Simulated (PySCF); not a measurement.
Molfile (atoms numbered from 1):
```
C4H13FSi4
     RDKit          3D

 22 23  0  0  0  0  0  0  0  0999 V2000
   -2.3212   -0.9806    2.2597 F   0  0  0  0  0  0  0  0  0  0  0  0
   -1.5793    0.0929    1.2949 Si  0  0  2  0  0  4  0  0  0  0  0  0
   -2.6862    0.8782   -0.0394 C   0  0  0  0  0  0  0  0  0  0  0  0
   -1.7820    0.3150   -1.1584 C   0  0  0  0  0  0  0  0  0  0  0  0
   -0.8742   -0.6270   -0.3257 C   0  0  1  0  0  0  0  0  0  0  0  0
    0.6127   -0.5745   -0.6480 C   0  0  0  0  0  0  0  0  0  0  0  0
    1.4822    1.1631   -0.5952 Si  0  0  0  0  0  4  0  0  0  0  0  0
    3.2086    0.1505    0.6099 Si  0  0  0  0  0  4  0  0  0  0  0  0
    1.7290   -1.6530    0.5206 Si  0  0  0  0  0  4  0  0  0  0  0  0
   -0.8036    0.8819    2.2331 H   0  0  0  0  0  0  0  0  0  0  0  0
   -3.6967    0.4746   -0.0809 H   0  0  0  0  0  0  0  0  0  0  0  0
   -2.7710    1.9617   -0.0586 H   0  0  0  0  0  0  0  0  0  0  0  0
   -1.1872    1.1071   -1.6129 H   0  0  0  0  0  0  0  0  0  0  0  0
   -2.3335   -0.1936   -1.9484 H   0  0  0  0  0  0  0  0  0  0  0  0
   -1.2138   -1.6626   -0.4516 H   0  0  0  0  0  0  0  0  0  0  0  0
    0.7255   -0.9595   -1.6713 H   0  0  0  0  0  0  0  0  0  0  0  0
    0.6526    2.1666    0.0893 H   0  0  0  0  0  0  0  0  0  0  0  0
    1.6872    1.7088   -1.9468 H   0  0  0  0  0  0  0  0  0  0  0  0
    4.5121    0.0069   -0.0538 H   0  0  0  0  0  0  0  0  0  0  0  0
    3.5571    0.7000    1.9278 H   0  0  0  0  0  0  0  0  0  0  0  0
    0.9891   -1.9930    1.7432 H   0  0  0  0  0  0  0  0  0  0  0  0
    2.0819   -2.9441   -0.0882 H   0  0  0  0  0  0  0  0  0  0  0  0
  1  2  1  0
  2  3  1  0
  3  4  1  0
  4  5  1  0
  5  6  1  0
  6  7  1  0
  7  8  1  0
  8  9  1  0
  5  2  1  0
  9  6  1  0
  2 10  1  1
  3 11  1  0
  3 12  1  0
  4 13  1  0
  4 14  1  0
  5 15  1  6
  6 16  1  0
  7 17  1  0
  7 18  1  0
  8 19  1  0
  8 20  1  0
  9 21  1  0
  9 22  1  0
M  END
```

[PySCF 2.14.0 with density-fitted response routines: geometry: GFN2-xTB; PBE0/pcSseg-1 with gauge-including orbitals; in vacuum; non-relativistic; one computed conformer]

Q: Predict the 2D correlation tables (HSQC, COSY, HMBC).

A: 

HSQC (one-bond C–H):
```tsv
δH	δC
2.78 (H15)	47.4 (C5)
2.45 (H14)	28.8 (C4)
1.86 (H16)	20.1 (C6)
1.74 (H11)	19.7 (C3)
1.60 (H12)	19.7 (C3)
1.37 (H13)	28.8 (C4)
```

COSY cross peaks (H two or three bonds apart, from the bond graph; peaks can be absent where the dihedral angle is near 90°):
```tsv
δH	δH
5.84 (H10)	2.78 (H15)
5.84 (H10)	1.74 (H11)
5.84 (H10)	1.60 (H12)
4.69 (H22)	4.39 (H21)
4.69 (H22)	4.23 (H19)
4.69 (H22)	4.19 (H20)
4.69 (H22)	1.86 (H16)
4.67 (H18)	4.43 (H17)
4.67 (H18)	4.23 (H19)
4.67 (H18)	4.19 (H20)
4.67 (H18)	1.86 (H16)
4.43 (H17)	4.23 (H19)
4.43 (H17)	4.19 (H20)
4.43 (H17)	1.86 (H16)
4.39 (H21)	4.23 (H19)
4.39 (H21)	4.19 (H20)
4.39 (H21)	1.86 (H16)
4.23 (H19)	4.19 (H20)
2.78 (H15)	2.45 (H14)
2.78 (H15)	1.86 (H16)
2.78 (H15)	1.37 (H13)
2.45 (H14)	1.74 (H11)
2.45 (H14)	1.60 (H12)
2.45 (H14)	1.37 (H13)
1.74 (H11)	1.60 (H12)
1.74 (H11)	1.37 (H13)
1.60 (H12)	1.37 (H13)
```

HMBC (two and three bonds, from the bond graph):
```tsv
δH	δC
5.84 (H10)	47.4 (C5), 28.8 (C4), 20.1 (C6), 19.7 (C3)
4.69 (H22)	47.4 (C5), 20.1 (C6)
4.67 (H18)	47.4 (C5), 20.1 (C6)
4.43 (H17)	47.4 (C5), 20.1 (C6)
4.39 (H21)	47.4 (C5), 20.1 (C6)
4.23 (H19)	20.1 (C6)
4.19 (H20)	20.1 (C6)
2.78 (H15)	28.8 (C4), 20.1 (C6), 19.7 (C3)
2.45 (H14)	47.4 (C5), 20.1 (C6), 19.7 (C3)
1.86 (H16)	47.4 (C5), 28.8 (C4)
1.74 (H11)	47.4 (C5), 28.8 (C4)
1.60 (H12)	47.4 (C5), 28.8 (C4)
1.37 (H13)	47.4 (C5), 20.1 (C6), 19.7 (C3)
```

Referencing at the same level of theory: TMS for 1H and 13C.

Short H···H contacts in this conformer between protons four or more bonds apart (candidates for NOE cross peaks, intensity ∝ r⁻⁶): H13···H17 2.72 Å.

Shifts are as computed. Against solution values, carbons near 30 ppm lie about +3 ppm off and those near 130 ppm about +5 ppm. Of 1309 compounds with measured shifts, 239 miss one by over three times the rms of a fit or turn the order of signals round; such compounds aren't used in these exercises.
